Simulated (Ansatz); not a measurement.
Program: Ansatz. Geometries: PBE0-D4/def2-TZVP. ΔE: electronic, gas phase. CCSD(T)/CBS adds triple-zeta CCSD(T) − MP2 to the extrapolated MP2 energy (def2 sets, frozen cores). This one scheme is used for every species. Functionals use def2-TZVPP. B3LYP here is the variant with VWN-RPA as its local correlation; programs differ in this. For Ge outer-core shells are correlated without core-valence functions, which leaves a few kJ/mol of doubt a bond. Scalar relativity is left out up to krypton. One conformer a species, not always the lowest.

Consider the substitution at a C–Ge bond: `c1cc[c]([GeH2][c]2ccccc2)cc1` + `NN` → `NNc1ccccc1` + `[GeH3][c]1ccccc1`.

`c1cc[c]([GeH2][c]2ccccc2)cc1`:

Cartesian coordinates in Å:
```
C 1.613 -1.525 3.309
C 1.415 -2.376 2.232
C 0.440 -2.085 1.289
C -0.349 -0.943 1.406
Ge -1.675 -0.506 0.049
C -0.887 0.569 -1.370
C -0.859 1.959 -1.277
C -0.260 2.726 -2.266
C 0.320 2.109 -3.365
C 0.297 0.727 -3.472
C -0.303 -0.036 -2.481
C -0.140 -0.099 2.494
C 0.833 -0.385 3.440
H 2.373 -1.751 4.048
H 2.020 -3.270 2.127
H 0.294 -2.764 0.454
H -2.812 0.297 0.708
H -2.211 -1.815 -0.561
H -1.313 2.456 -0.426
H -0.248 3.806 -2.180
H 0.787 2.707 -4.140
H 0.746 0.241 -4.331
H -0.317 -1.117 -2.581
H -0.746 0.794 2.613
H 0.982 0.281 4.282
```

`NN`:

```xyz
6

N    -0.181    0.244   -0.676
N    -0.210   -0.047    0.709
H     0.741    0.130   -1.081
H    -0.815   -0.388   -1.145
H     0.478   -0.743    0.977
H    -0.013    0.805    1.215
```

`NNc1ccccc1`:

```xyz
16

N    -2.489   -1.354    0.095
N    -1.360   -1.197   -0.701
C    -0.315   -0.370   -0.324
C    -0.117    0.016    1.002
C     0.967    0.813    1.341
C     1.868    1.239    0.381
C     1.671    0.855   -0.941
C     0.596    0.064   -1.293
H    -2.297   -2.025    0.830
H    -2.758   -0.474    0.527
H    -1.594   -1.167   -1.680
H    -0.803   -0.314    1.772
H     1.104    1.100    2.378
H     2.711    1.862    0.653
H     2.363    1.182   -1.710
H     0.452   -0.230   -2.328
```

`[GeH3][c]1ccccc1`:

```xyz
15

Ge   -1.527    1.345    1.481
C    -0.355    0.305    0.328
C     0.511    0.937   -0.563
C     1.362    0.197   -1.370
C     1.357   -1.188   -1.299
C     0.498   -1.830   -0.420
C    -0.352   -1.087    0.387
H    -2.805    0.544    1.775
H    -1.889    2.669    0.787
H    -0.834    1.668    2.817
H     0.522    2.020   -0.634
H     2.029    0.704   -2.059
H     2.020   -1.767   -1.932
H     0.487   -2.913   -0.363
H    -1.023   -1.604    1.066
```

Task: Is it downhill or uphill in electronic energy at CCSD(T)/CBS, and by how much? (Best estimate.)

Result: Computed: Uphill: ΔE = +22.7 kJ/mol.

Task: What do these levels give: LDA (SPW92), B3LYP-D4, ωB97X-V, PBE-QIDH, r2SCANh, LC-ωPBE, MP2/def2-SVP, CCSD(T)/def2-SVP, MP2/def2-TZVPP, MP2/def2-QZVPP, SCS-MP2/def2-QZVPP, CCSD/CBS(def2)? (Estimate.)

Result: The calculation gave: LDA (SPW92) -24.4, B3LYP-D4 8.0, ωB97X-V 7.7, PBE-QIDH 10.9, r2SCANh -1.4, LC-ωPBE 1.4, MP2/def2-SVP 0.7, CCSD(T)/def2-SVP -3.9, MP2/def2-TZVPP 28.1, MP2/def2-QZVPP 28.1, SCS-MP2/def2-QZVPP 26.7, CCSD/CBS(def2) 21.9 kJ/mol.

Largest T1 diagnostic among the species: 0.011.

At CCSD(T), def2-SVP lies −26.5 kJ/mol from the extrapolated value and def2-TZVPP −0.4 kJ/mol. The D4 term adds +6.3 kJ/mol with B3LYP and +4.5 kJ/mol with PBE0; it sums over pairs of atoms, weighted by their polarisabilities, and B3LYP, whose exchange is more repulsive, gets the larger term.
